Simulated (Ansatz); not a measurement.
The lowest singlet and triplet of O2 (SMILES O=O); geometries from B3LYP-D3(BJ)/def2-TZVP, each state relaxed from the structure named, with no frequency check, low spin by broken symmetry.
Singlet at the triplet's geometry (charge 0, multiplicity 1):
```xyz
2

O      0.000     0.000    -0.602
O      0.000     0.000     0.602
```

A positive gap puts the triplet lower; no zero-point energy. R- takes a restricted singlet, here one determinant of a half-filled degenerate or near-degenerate pair, which mixes singlet states. U- takes an unrestricted singlet (broken symmetry where lower, unprojected). The triplet is unrestricted in single-reference levels. Active spaces average the two states.

Cores are frozen in the correlated methods.

Programs: Ansatz (Gaussian basis) for Hartree–Fock, density functionals and correlated methods. 

```tsv
level	gap E(singlet) − E(triplet), vertical, at the triplet's geometry (kcal/mol)
R-HF/cc-pVTZ	53.87
U-SVWN5/def2-TZVPP (spin-contaminated)	11.84
R-MP2/cc-pVQZ	29.46
R-CCSD/cc-pVDZ	33.54
R-CCSD/cc-pVTZ	32.97
R-CCSD(T)/cc-pVDZ	30.98
R-CCSDT(Q)/cc-pVDZ	24.16
SC-NEVPT2 on SA-CASSCF(12,8)/cc-pVDZ	23.63
FIC-MRCISD+Q on SA-CASSCF(12,8)/cc-pVQZ	(withheld)
```

Q: Fill in the missing entries.

A: 
- FIC-MRCISD+Q on SA-CASSCF(12,8)/cc-pVQZ, gap E(singlet) − E(triplet), vertical, at the triplet's geometry (kcal/mol): 22.61

Doubts at one or more of the structures used: a restricted determinant that unrestricted orbitals would lower (R-HF/cc-pVTZ, R-MP2/cc-pVQZ, R-CCSD/cc-pVDZ, R-CCSD/cc-pVTZ, R-CCSD(T)/cc-pVDZ, R-CCSDT(Q)/cc-pVDZ); other coupled-cluster roots lie near (R-CCSDT(Q)/cc-pVDZ).

Ansatz is a program for electronic structure.
